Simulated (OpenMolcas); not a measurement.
## Mn3+: ligand-field states by method

Mn3+ with 6 ligands (fluoride) in octahedral coordination (Oh) at 1.96 Å. A charge of +0.5 e stands 2.6 Å behind each ligand. Ligand basis ANO-RCC-VDZP.

| Item | Value |
| --- | --- |
| Program | OpenMolcas |
| Basis | ANO-RCC-VTZP [6s5p3d2f1g] |
| Scalar Hamiltonian | DKH2, point nucleus |
| Active space | 4 electrons in 5 orbitals (3d) |
| State averaging | 2S+1 = 5 even, 5 roots; 2S+1 = 3 even, 45 roots; 2S+1 = 1 even, 50 roots |
| Spin-orbit coupling | state interaction with AMFI integrals over the reference wave functions |

I. CASSCF
II. SS-CASPT2, IPEA 0.25 Eh, imaginary shift 0.1 Eh (closed shells correlated: 3s 3p and the ligand valence shells)

Spin-free states (labels of O, the rotations of Oh) in cm-1, each column counted from its own energy of the first state listed:

```tsv
State	Degeneracy	I	II
5E	2	0	0
5T2	3	11227	13230
3T1	3	14647	9470
3E	2	22769	18180
3T1	3	24226	18570
3T2	3	25045	19520
1T2	3	26304	17870
3A2	1	27141	20980
1E	2	27390	19250
3A1	1	27759	21290
3E	2	31349	24640
1A1	1	32678	22650
3T1	3	33411	30430
1A2	1	34291	27110
1T2	3	34551	26800
3T2	3	34664	31670
3T1	3	35409	32260
1T1	3	36456	28260
1E	2	40962	31080
3T2	3	41076	37120
```

From I to II, I's first state of the same spin (5T2) moves from 11227 to 13230 cm-1, by about +2000 cm-1.

From I to II, I's first state of another spin (3T1) moves from 14647 to 9470 cm-1, by about -5200 cm-1.

I: A least-squares ligand-field fit to the states below 45000 cm-1, each weighted by its degeneracy and with a free common offset, gives 10Dq = 11038 cm-1, B = 1142 cm-1 and C = 4320 cm-1 (C/B = 3.78), with an rms deviation of 99 cm-1. The same method and metal basis give the free ion B = 1217 cm-1 (fit to its terms below 60000 cm-1, rms deviation 43 cm-1), so the nephelauxetic ratio is β = 1142 / 1217 = 0.94; it hangs on how both fits weigh the states, and computed free-ion B values tend to be too large, so β mixes covalency with correlation.

χT at 300 K: I 2.94, II 2.95 cm3 K/mol.

Roots that are degenerate in the reference are averaged as groups; the widest CASPT2 spread within a group is 110 cm-1 (the 2-fold group of multiplicity 1 near 31100 cm-1 above the lowest state of its run, II). Shifts and gaps below about the spread of the groups concerned are not significant. Over all roots computed the reference weight is 0.69 to 0.72 in II; a low but even weight reflects the number of correlated electrons. An orbital doublet at a regular site is open to a Jahn-Teller distortion, which this geometry leaves out. This shell can be high or low spin here, a state of another spin lies low, and with metal d orbitals alone active their balance is uncertain, so the ground spin may be wrong. Ligand-to-metal charge-transfer states are missing. With no ligand orbital active B as a rule stays too high, so bands that hang on it stand too high and its fall with covalency is understated. Without dynamic correlation the repulsion within the d shell is too large (B by tens of per cent), so at a given field states of lower spin stand too high (holds for I). With metal d orbitals alone and no dynamic correlation the field as a rule comes out too small, by tens of per cent, by up to half for chloride and softer ligands (holds for I). These CASPT2 states fit no ligand-field parameters well, so their order and spin gaps are uncertain (holds for II). With one d shell and no ligand orbital active, 10Dq can be off by a tenth or more (holds for II). Free-ion shares, where given, are those of the reference states; single-state CASPT2 does not remix them (holds for II). No measured value stands beside these numbers; the geometry is a model, was not optimised and need not be the one that this ion takes.
